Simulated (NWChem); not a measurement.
System: CHF₂, doublet; SMILES F[CH]F

```xyz
4

F     -0.2430    -0.0077    -1.1045
C      0.4938     0.1095     0.0000
F     -0.2430    -0.0077     1.1045
H      1.4108    -0.5190     0.0000
```
Atoms are numbered in this order, from 1.

Computed with NWChem. Pople sets run with spherical d functions. Spin-unrestricted. Medium grid unless said otherwise, to which SCAN and Minnesota functionals are sensitive. In the optimisation the excess spin sits in a' (Cs, its own frame). Coordinates come from a PBE-D3(BJ)/def2-SVP, spin-unrestricted optimisation. No stability test was run on the SCF state. Total energies of different functionals are on different scales.

| level | energy (Ha) | highest occupied level (eV) | lowest empty minus highest occupied level, either spin (eV) | dipole (D) | <S²> |
|---|---|---|---|---|---|
| B3LYP/6-31G* | -238.3023 | -6.12 | 4.57 | 1.21 | 0.752 |
| PBE/6-31G* | -238.0662 | -4.56 | 2.28 | 1.07 | 0.751 |
| N12/6-31G* | -238.2184 | -4.68 | 2.40 | 1.20 | 0.752 |
| LC-BLYP (range parameter 0.33 per bohr)/6-31G* | -237.9023 | -8.62 | 9.67 | 1.19 | 0.751 |
| PW91/6-31G* | -238.2329 | -4.64 | 2.30 | 1.08 | 0.751 |
| TPSS/6-31G* | -238.3259 | -4.87 | 2.79 | 1.14 | 0.752 |
| LDA (Slater exchange, PW92)/6-31G* | -236.6653 | -4.52 | 1.72 | 1.11 | 0.751 |
| M06-L/6-31G* | -238.2721 | -5.01 | 2.89 | 1.19 | 0.752 |
| LC-wPBE (HJS exchange hole, range parameter 0.4 per bohr)/6-31G* | -238.1475 | -9.40 | 11.03 | 1.27 | 0.752 |
| B3PW91/6-31G* | -238.2165 | -6.21 | 4.82 | 1.24 | 0.752 |
